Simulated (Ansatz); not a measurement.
`C[SiH2][SiH](O)F` + H–F → `O[SiH](F)F` + `C[SiH3]`  (cleavage of the Si–Si bond)

Computed with Ansatz on PBE0-D4/def2-TZVP structures; ΔE is electronic, products minus reactants. CCSD(T)/CBS is the MP2 limit (def2-TZVPP, def2-QZVPP) plus CCSD(T) − MP2 in def2-TZVPP, frozen cores. This one scheme is used for every species. DFT in def2-TZVPP. Each species was taken in one conformer, which may not be the lowest.

(1) Is it downhill or uphill in electronic energy at CCSD(T)/CBS, and by how much? (Best estimate.)

(2) What do these levels give: BLYP-D4, r2SCAN-D4, B2PLYP, r2SCANh, BHLYP, RPA@PBE/def2-TZVPP? (Estimate.)

Largest T1 diagnostic among the species: 0.012.

## Answers

(1) The calculation gave: Downhill: ΔE = -1.80 eV.

(2) Ansatz gave: BLYP-D4 -1.73, r2SCAN-D4 -1.83, B2PLYP -1.91, r2SCANh -1.86, BHLYP -2.00, RPA@PBE/def2-TZVPP -1.82 eV.

The D4 term adds +0.10 eV with B3LYP and +0.06 eV with PBE0; it sums over pairs of atoms, weighted by their polarisabilities, and B3LYP, whose exchange is more repulsive, gets the larger term. From BLYP to BHLYP (50 % exact exchange), in def2-TZVPP and without D4, ΔE moves by −0.16 eV. Leaving LDA and LC-ωPBE aside and taking each functional with its dispersion term where it has one, the values, not all of them listed here, spread over 0.38 eV, from B2PLYP to revPBE-D4.

B3LYP here is the variant with VWN-RPA as its local correlation; programs differ in this.
